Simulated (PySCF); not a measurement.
Delta-SCF ions had no search for a lower state. Excitations are Tamm–Dancoff values on a coarser integration grid. The basis has no diffuse functions, so Rydberg states are missing or too high.

Cartesian coordinates (Å):
```xyz
13

C     -1.6783     0.6837     0.3308
Si    -1.1644    -1.0174    -0.2406
C      0.7053    -1.2285    -0.1945
C      1.5180    -0.2753     0.1708
Si     2.4045     1.0762     0.6713
H     -1.3497     0.8646     1.3553
H     -2.7647     0.7846     0.2945
H     -1.2391     1.4554    -0.3029
H     -1.7642    -2.0699     0.6192
H     -1.6187    -1.2704    -1.6323
H      1.1125    -2.1988    -0.4910
H      2.8531     1.2005     2.0647
H      2.9856     1.9953    -0.3166
```
Charge 0, multiplicity 1.

Question: What is the computed S1–T1 gap (TDA), S1 excitation (TDA), S1 oscillator strength, HOMO and vertical ionisation energy (Delta-SCF) (ωB97X-D3(BJ)/def2-TZVP // B3LYP-D3(BJ)/def2-TZVP run with PySCF)?

Answer: 
```
Quantity                                   Value
--------------------------------------  --------
S1–T1 gap (TDA)                          0.97 eV
S1 excitation (TDA)                      3.51 eV
S1 oscillator strength                     0.001
HOMO                                    -8.21 eV
vertical ionisation energy (Delta-SCF)   7.93 eV
```
